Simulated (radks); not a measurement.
The numbers below are computed, except where a source is named.
Question: Sc I, configuration [Ar] 3d1 4s2 (the NIST ground configuration). Code: a radial shooting solver on a logarithmic mesh with Libxc functionals. Model: scalar-relativistic Kohn-Sham, exchange-only PBE, spin-unpolarised, spherical densities, finite nucleus; Fermi nuclear charge, rms radius 3.5459 fm. Some entries of the table are withheld. Estimate them.

orbital  occ.  eigenvalue (hartree)  <1/r> (bohr^-1)  <r^2> (bohr^2)
1s          2                   (1)            20.77        0.007176
2s          2             -17.39366            4.295          0.1397
2p          6             -14.23459            4.199             (2)
3s          2                   (3)              (4)           1.336
3p          6              -1.20031              (5)           1.618
4s          2                   (6)           0.3433           16.84
3d          1              -0.08957           0.7482           5.180

Answer: 
(1) 1s eigenvalue (hartree): -161.5938
(2) 2p <r^2> (bohr^2): 0.1170
(3) 3s eigenvalue (hartree): -1.98532
(4) 3s <1/r> (bohr^-1): 1.305
(5) 3p <1/r> (bohr^-1): 1.172
(6) 4s eigenvalue (hartree): -0.13106
